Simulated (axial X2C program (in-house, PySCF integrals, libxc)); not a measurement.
MgPt: cheaper levels and CCSD(T), 2c

Calculated with an in-house all-electron X2C program for linear molecules (integrals from PySCF). Two-component (2c) means X2C with spin–orbit coupling and atomic mean-field two-electron Coulomb and Gaunt terms. Basis: Pt dyall-cv3z [13s14p9d6f4g], Mg dyall-cv3z [9s8p6d3f] (cores contracted in-house); Gaussian nuclei, density fitting, unrestricted open shells. Masses: Pt 194.965 u, Mg 23.985 u.

State: Ω = 3 (⟨Sz⟩ = 1.00, ⟨Lz⟩ = 2.00 at HF); fragments Pt + Mg.

| level | Re (Å) | ωe (cm⁻¹) | De (eV) |
| --- | --- | --- | --- |
| PBE0 | 2.457 | 300.3 | 1.79 |
| HF | 2.533 | 260.3 | 0.866 |
| MP2 | 2.434 | 331.0 | 1.92 |
| CCSD | 2.463 | 304.6 | 1.64 |
| M06 | 2.510 | 265.4 | 1.64 |

Correlated methods: 12 electrons correlated (number of frozen shells: Pt 5 s, 4 p, 2 d, 1 f; Mg 2 s, 1 p), 336 virtual spin orbitals or spinors in MP2, 90 natural virtuals in coupled cluster.

CCSD(T), same Hamiltonian and basis:

Re = 2.459 Å, ωe = 310.5 cm⁻¹, De = 1.79 eV; T1 = 0.035 (Lee–Taylor normalisation).

Q: Give the differences from CCSD(T) in the columns below.

A: 

```tsv
level	ΔRe (Å)	Δωe (cm⁻¹)	ΔDe (eV)
PBE0	-0.002	-10	0.00
HF	0.074	-50	-0.92
MP2	-0.025	20	0.13
CCSD	0.004	-6	-0.15
M06	0.051	-45	-0.15
```

The state is a single determinant with fixed occupations, the lowest that a limited PBE0 search found. Dissociation energies refer to the lowest single-determinant-based atoms at the same level and basis. Density functionals use the spin component along the axis (collinear). Coupled cluster ran in a truncated set of natural virtual spinors; the MP2 energy of the rest was added. (T) has no such correction and the atoms are truncated less, which lowers De at CCSD(T) by a hundredth of an eV or more. The functionals have no current-density term, which raises determinants with orbital currents, atoms included. With several unpaired electrons one determinant need not be a pure state. A state of lower Ω lies just above, and one determinant can place such states too high, so the state shown need not be the lowest. The search has Ω = 2 only 0.06 eV up. The lowest spin-free determinant has another configuration (M_S = 0, Λ = 0), so the order of states is uncertain and this need not be the ground state.
